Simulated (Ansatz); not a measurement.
`C[SiH]([SiH3])[NH][AlH2]`. The species carries charge 0 and has multiplicity 1. The structure was optimised at the PBE0-D4/def2-TZVP level. It is one conformer, not always the lowest.

```xyz
15

C    -0.213    1.905    0.826
Si   -0.385    0.251   -0.036
Si    0.331    0.444   -2.264
N     0.489   -1.014    0.766
Al   -0.130   -2.497    1.537
H    -0.799    2.672    0.312
H    -0.565    1.838    1.859
H     0.829    2.235    0.843
H    -1.817   -0.166   -0.021
H     0.076   -0.814   -3.020
H    -0.348    1.562   -2.978
H     1.799    0.707   -2.306
H     1.495   -0.899    0.761
H    -1.693   -2.723    1.573
H     0.932   -3.500    2.149
```

(1) What is the dipole moment at B3LYP/def2-TZVPP? (Best estimate.)

(2) And with PBE, r2SCAN, ωB97M-V? (Estimate.)

(3) Give the Mulliken charges with B3LYP, PBE, ωB97M-V in def2-TZVPP. (An estimate is asked.)

Results:

(1) Ansatz gave: 1.23 D, with components (0.70, 0.62, 0.81) D in this frame, pointing from negative to positive charge.

(2) The calculation gave: PBE 1.30 D, r2SCAN 1.30 D, ωB97M-V 1.25 D.

(3) The calculation gave: 
```json
{"atom": "C1", "B3LYP": "-0.38", "PBE": "-0.36", "ωB97M-V": "-0.44"}
{"atom": "Si2", "B3LYP": "0.36", "PBE": "0.29", "ωB97M-V": "0.29"}
{"atom": "Si3", "B3LYP": "0.12", "PBE": "0.06", "ωB97M-V": "0.03"}
{"atom": "N4", "B3LYP": "-0.34", "PBE": "-0.27", "ωB97M-V": "-0.35"}
{"atom": "Al5", "B3LYP": "0.40", "PBE": "0.31", "ωB97M-V": "0.36"}
{"atom": "H6", "B3LYP": "0.10", "PBE": "0.10", "ωB97M-V": "0.12"}
{"atom": "H7", "B3LYP": "0.10", "PBE": "0.10", "ωB97M-V": "0.12"}
{"atom": "H8", "B3LYP": "0.10", "PBE": "0.10", "ωB97M-V": "0.12"}
{"atom": "H9", "B3LYP": "-0.08", "PBE": "-0.07", "ωB97M-V": "-0.03"}
{"atom": "H10", "B3LYP": "-0.07", "PBE": "-0.05", "ωB97M-V": "-0.03"}
{"atom": "H11", "B3LYP": "-0.07", "PBE": "-0.05", "ωB97M-V": "-0.03"}
{"atom": "H12", "B3LYP": "-0.07", "PBE": "-0.05", "ωB97M-V": "-0.03"}
{"atom": "H13", "B3LYP": "0.11", "PBE": "0.12", "ωB97M-V": "0.10"}
{"atom": "H14", "B3LYP": "-0.14", "PBE": "-0.12", "ωB97M-V": "-0.11"}
{"atom": "H15", "B3LYP": "-0.14", "PBE": "-0.12", "ωB97M-V": "-0.11"}
```

B3LYP here is the variant with VWN-RPA as its local correlation; programs differ in this.
